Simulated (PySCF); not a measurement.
Species: C₆H₁₁OPS.
Atom-mapped SMILES: `[CH2:1]=[CH:2][C@@H:3]1[C@H:4]([O:5][CH3:6])[CH2:7][P@H:8]1=[S:9]`

Definitions: NICS(0) = −σiso at the ring centroid; NICS(1) = −σiso and NICS(1)zz = −σzz at ±1 Å along the ring normal z. Level: GIAO PBE0/pcSseg-1 (PySCF, non-relativistic, gas phase) on the GFN2-xTB geometry, one conformer.

Ring bond lengths (Å), with Mayer bond orders in brackets: C3–C4 1.564 (0.91), C4–C7 1.541 (0.99), C7–P8 1.855 (0.88), P8–C3 1.877 (0.82).

Q: What do the NICS probes read (ppm)?

A: 
```json
{"ring": "C3–C4–C7–P8", "type": "4-membered ring with P; formal bonds all single", "NICS(0)": "-2.4", "NICS(1), two faces": "-2.3 / -1.9", "NICS(1)zz, two faces": "2.4 / 2.7", "rms pucker (Å)": "0.15", "centre to ring atoms, mean (Å)": "1.20"}
```

Q: What can be read from them?

A: 
- C3–C4–C7–P8: mean NICS(1)zz 2.5 ppm, near zero. C3, C4, C7, P8 have four or more neighbours, and the NICS criterion for π rings isn't applied.

Q: Give the inner angles of the rings and the Hirshfeld charges of the ring atoms.

A: 
- C3–C4–C7–P8: C3 88.3° (-0.073 e), C4 97.3° (+0.047 e), C7 89.8° (-0.118 e), P8 77.3° (+0.303 e); sum 352.8° against 360° for a flat convex ring.

Q: What are the shieldings of the ring atoms and their hydrogens in the same run (means over atoms taken as equivalent)?

A: 
```csv
atoms,environment,σ isotropic (ppm),"principal values of the symmetric part, first atom (ppm)"
C3,sp3 carbon bound to phosphorus,117.7,"95.3, 115.7, 142.1"
C4,sp3 carbon bound to oxygen,108.3,"87.1, 89.5, 148.4"
C7,sp3 carbon bound to phosphorus,140.0,"114.8, 133.1, 172.2"
P8,"phosphorus bonded to 2 C, S and H",308.2,"169.9, 290.8, 463.9"
H on C3,methine hydrogen,28.70,"27.0, 28.3, 30.8"
H on C4,methine hydrogen,27.85,"24.3, 27.8, 31.4"
H on C7,methylene hydrogen,29.14,"25.5, 27.6, 34.3"
H on C7,methylene hydrogen,29.28,"26.6, 27.9, 33.3"
H on P8,P–H hydrogen,24.27,"19.0, 23.4, 30.4"
```

The run took about 2.2 min of CPU time (one thread, shared machine). This is the whole shielding run at PBE0/pcSseg-1, SCF included.

Conformer computed: `[CH2:1]=[CH:2][C@@H:3]1[C@H:4]([O:5][CH3:6])[CH2:7][P@H:8]1=[S:9]`: C1–C2–C3–C4 -130°, C3–C4–O5–C6 91°.
